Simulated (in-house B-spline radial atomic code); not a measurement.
Spin-orbit splittings of orbital energies (j = l + 1/2 less j = l - 1/2) and ratios of mean radii (lower j over upper j) along the 6-electron series, configuration [He] 2s2 2p2. Computed with an all-electron radial atomic-structure program (B-spline basis): Dirac-Hartree-Fock, average of the configuration, finite nuclei.

```json
{"ion": "Se28+", "Z": "34", "splitting of 2p (eV)": "48.407", "radius ratio of 2p": "0.98005"}
{"ion": "Br29+", "Z": "35", "splitting of 2p (eV)": "54.907", "radius ratio of 2p": "0.97879"}
{"ion": "Kr30+", "Z": "36", "splitting of 2p (eV)": "?", "radius ratio of 2p": "?"}
{"ion": "Rb31+", "Z": "37", "splitting of 2p (eV)": "?", "radius ratio of 2p": "?"}
{"ion": "Sr32+", "Z": "38", "splitting of 2p (eV)": "78.463", "radius ratio of 2p": "0.97479"}
{"ion": "Zr34+", "Z": "40", "splitting of 2p (eV)": "?", "radius ratio of 2p": "?"}
{"ion": "Nb35+", "Z": "41", "splitting of 2p (eV)": "109.09", "radius ratio of 2p": "0.97042"}
{"ion": "Mo36+", "Z": "42", "splitting of 2p (eV)": "121.1", "radius ratio of 2p": "0.96887"}
{"ion": "Tc37+", "Z": "43", "splitting of 2p (eV)": "134.11", "radius ratio of 2p": "0.96729"}
{"ion": "Ru38+", "Z": "44", "splitting of 2p (eV)": "148.18", "radius ratio of 2p": "0.96566"}
{"ion": "Rh39+", "Z": "45", "splitting of 2p (eV)": "163.36", "radius ratio of 2p": "0.96398"}
{"ion": "Pd40+", "Z": "46", "splitting of 2p (eV)": "179.72", "radius ratio of 2p": "0.96227"}
```

(1) Fill in the row of Kr30+.

(2) Fill in the row of Rb31+.

(3) Fill in the row of Zr34+.

(4) With what power of Z does the column «splitting of 2p (eV)» change over this range?

Answers

(1) splitting of 2p (eV): 62.053; radius ratio of 2p: 0.9775.

(2) splitting of 2p (eV): 69.89; radius ratio of 2p: 0.97617.

(3) splitting of 2p (eV): 98.011; radius ratio of 2p: 0.97192.

(4) A fit of the logarithm of its size against log Z from Z = 34 to 46 has slope 4.34. An unscreened hydrogenic electron would give 4 at low Z; screening makes the apparent power larger near the neutral end, and relativity raises it again at high Z.
